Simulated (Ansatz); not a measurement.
Cartesian coordinates in Å:
```
C -0.5049 1.1096 1.8087
Si -1.0430 -0.3027 0.7143
C 0.1726 -0.4791 -0.7045
N 0.8562 -1.5036 -1.0598
Ga 1.2216 0.1837 -2.2694
H -0.4426 2.0356 1.2330
H 0.4768 0.9115 2.2441
H -1.2165 1.2599 2.6234
H -2.3761 -0.0337 0.1117
H -1.1019 -1.5892 1.4723
H 0.7713 -2.3886 -0.5512
H 2.6248 0.7904 -1.9497
H 0.5618 0.0062 -3.6729
```

The species carries charge 0 and has multiplicity 1. The bonds changed during the relaxation, so this is another structure than the one it started from.

Question: List the r2SCAN/def2-TZVPP orbital energies in eV (Ansatz 0.2.0). (Best estimate.)

Answer: Computed: Occupied: -10121.57, -1791.05, -1243.76, -1100.19, -1100.11, -1100.09, -386.24, -274.18, -273.00, -147.36, -141.52, -100.27, -100.07, -100.00, -96.39, -96.38, -96.36, -24.47, -19.89, -19.77, -19.75, -19.71, -19.67, -18.57, -15.76, -14.10, -11.46, -10.94, -10.71, -10.09, -9.56, -8.93, -8.46, -8.16, -7.06, -5.67. Lowest empty: -2.24, -0.61, 0.06, 0.76, 1.05, 1.39, 1.89, 1.99.
